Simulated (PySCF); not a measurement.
C4H7, SMILES [CH2]C(=C)C, multiplicity 2. Atoms are numbered in the order given.

```xyz
11

C     -0.4042     1.2941    -0.4841
C      0.0586     0.0673    -0.0179
C      1.4218    -0.2107     0.0593
C     -0.9386    -0.9995     0.3917
H     -1.4723     1.5176    -0.5374
H      0.2931     2.0697    -0.8110
H      1.7874    -1.1700     0.4334
H      2.1641     0.5275    -0.2546
H     -1.8993    -0.5593     0.6973
H     -1.1404    -1.6854    -0.4483
H     -0.5579    -1.6070     1.2266
```
Charge 0, spin multiplicity 2.

The structure is a stationary point at B3LYP-D3(BJ)/def2-SVP. The isomer is the one that the SMILES or the coordinates give; other isomers of the formula were not compared.

All values below come from PBE0/pcH-1 (PySCF).

Unrestricted Kohn–Sham, ⟨S²⟩ = 0.792. Hyperfine tensors hold the contact and dipolar terms, without spin-orbit corrections.

**Question.** Estimate the hyperfine couplings. (Estimate from the structure and the level; the computed values follow.)

**Answer.** 
```tsv
nucleus	A(iso) (MHz)	A(iso) (G)	dipolar principal values (MHz)
13C no. 1	60.9	21.7	-52.6, -50.6, 103.2
13C no. 2	-58.2	-20.8	-35.8, 15.5, 20.3
13C no. 3	62.0	22.1	-53.6, -51.7, 105.3
13C no. 4	7.5	2.7	-1.1, 0.0, 1.1
1H no. 5	-47.3	-16.9	-25.3, -0.4, 25.7
1H no. 6	-45.0	-16.0	-21.4, -1.9, 23.3
1H no. 7	-48.1	-17.2	-25.8, -0.4, 26.2
1H no. 8	-45.9	-16.4	-22.0, -1.8, 23.8
1H no. 9	-6.8	-2.4	-2.0, -1.5, 3.5
1H no. 10	-25.8	-9.2	-2.2, -0.4, 2.5
1H no. 11	-10.0	-3.6	-2.0, -1.5, 3.4
```

**Question.** And the g tensor (effective nuclear charges for spin-orbit coupling, GIAO)? (An estimate is asked for; the answer gives what the named calculation found.)

**Answer.** principal values 2.0022, 2.0029, 2.0029; isotropic 2.0027.
